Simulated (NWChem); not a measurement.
Molecule: C$_{3}$H$_{9}$Ge, doublet; SMILES [CH3][Ge]([CH3])[CH3]

```xyz
13

C      1.3293     1.3293    -0.3394
Ge     0.0000     0.0000     0.3231
C      0.4865    -1.8158    -0.3394
C     -1.8158     0.4865    -0.3394
H      1.3335     1.3335    -1.4365
H      2.3331     1.0761     0.0136
H      1.0761     2.3331     0.0136
H      0.4881    -1.8215    -1.4365
H     -0.2346    -2.5585     0.0136
H      1.4824    -2.0984     0.0136
H     -1.8215     0.4881    -1.4365
H     -2.5585    -0.2346     0.0136
H     -2.0984     1.4824     0.0136
```
Atoms are numbered in this order, from 1.

All runs: NWChem. Spin-unrestricted. In the optimisation the excess spin sits in a (C3, its own frame). The geometry was optimised at B3LYP/6-31G* (spherical d), spin-unrestricted. No stability test was run on the SCF state. Total energies compare along this basis series because the functional is fixed.

| level | basis functions | energy (Ha) | highest occupied level (eV) | lowest empty minus highest occupied level, either spin (eV) | dipole (D) | <S²> |
|---|---|---|---|---|---|---|
| PBE/pcseg-1 | 114 | -2195.9676 | -4.25 | 1.33 | 0.64 | 0.751 |
| PBE/aug-pcseg-1 | 186 | -2195.9743 | -4.29 | 1.31 | 0.64 | 0.751 |
| PBE/pcseg-2 | 259 | -2196.3161 | -4.27 | 1.33 | 0.62 | 0.751 |
| PBE/def2-SVP | 119 | -2195.8661 | (withheld) | 1.37 | 0.66 | 0.751 |

Question: What belongs in the gaps?

Answer: 
- PBE/def2-SVP, highest occupied level (eV): -4.14
